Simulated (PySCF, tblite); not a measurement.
Isomers of C6H4N (doublet state). Computed values, GFN2-xTB/tblite, gas phase, harmonic and unscaled. Errors from tens to a few hundred cm⁻¹ against measured bands are possible. One conformer each. Open shells enter through the occupations alone, without spin polarisation, and single modes of such species can be off by tens of per cent.

Electronic energies: B3LYP/pcH-1 single points on the GFN2-xTB geometries (PySCF, gas phase).

| SMILES | electronic energy, lowest = 0 (kJ/mol) |
| --- | --- |
| [H]/N=[C]/C#CC=C=C | 267.2 |
| C=[C]CC#CC#N | 255.1 |
| C=C[CH]C#CC#N | 99.8 |
| N#C[C]1C=CC=C1 | 0.0 |
| C=C=C/C=[C]\C#N | 196.9 |
| N#CC#C[C]1CC1 | 198.1 |

Problem. How do GFN2-xTB zero-point energies change the relative energies?

Solution. 
```csv
SMILES,ZPE (kJ/mol),of it from modes above 1550 cm⁻¹,electronic (kJ/mol),"with ZPE, lowest = 0 (kJ/mol)",lowest mode (cm⁻¹),rings
N#C[C]1C=CC=C1,196.9,89.2,0.0,0.0,132,1
C=C[CH]C#CC#N,193.3,100.5,99.8,96.1,78,0
C=C=C/C=[C]\C#N,189.5,108.7,196.9,189.6,48,0
N#CC#C[C]1CC1,195.9,108.9,198.1,197.2,82,1
C=[C]CC#CC#N,189.6,109.0,255.1,247.9,66,0
[H]/N=[C]/C#CC=C=C,186.6,110.8,267.2,257.0,68,0
```

The zero-point energies span 10.3 kJ/mol, from `[H]/N=[C]/C#CC=C=C` to `N#C[C]1C=CC=C1`. The order is unchanged.

Problem. And how do the electronic energies of GFN2-xTB itself compare?

Solution. `N#C[C]1C=CC=C1` 0.0; `C=C[CH]C#CC#N` 135.8; `C=C=C/C=[C]\C#N` 228.9; `N#CC#C[C]1CC1` 168.3; `C=[C]CC#CC#N` 276.4; `[H]/N=[C]/C#CC=C=C` 236.8 kJ/mol, lowest = 0. Against the energies above, taken from the same isomer `N#C[C]1C=CC=C1`, the largest difference is 36.0 kJ/mol.

Problem. What do entropy and thermal enthalpy add at 298.15 K and 1 bar (rigid rotor, harmonic oscillator, one conformer each)?

Solution. 
| SMILES | point group | symmetry number | S (J/(mol K)) | H − H(0) (kJ/mol) | ZPE + H − H(0) − TS (kJ/mol) |
| --- | --- | --- | --- | --- | --- |
| N#C[C]1C=CC=C1 | C2v | 2 | 325.5 | 18.74 | 118.6 |
| C=C[CH]C#CC#N | Cs | 1 | 360.9 | 22.43 | 108.1 |
| C=C=C/C=[C]\C#N | Cs | 1 | 369.1 | 22.99 | 102.5 |
| N#CC#C[C]1CC1 | C2v | 2 | 351.8 | 21.73 | 112.8 |
| C=[C]CC#CC#N | Cs | 1 | 373.3 | 23.53 | 101.8 |
| [H]/N=[C]/C#CC=C=C | C1 | 1 | 372.5 | 24.15 | 99.7 |

S holds R ln(2S + 1) for the spin.
